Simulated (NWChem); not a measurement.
Species: SeBrF; SMILES F[Se]Br

Computed with NWChem. Structure relaxed at the PBE0/def2-SVP level.

For level PBE/cc-pVDZ:

```
Quantity                     Value
---------------------------  -----
highest occupied level (eV)  -5.50
dipole (D)                    1.40
```

Problem. How do the values read with level PBE/cc-pVTZ instead?

Solution. The highest occupied level (eV) is -5.68 and the dipole (D) is 1.30.
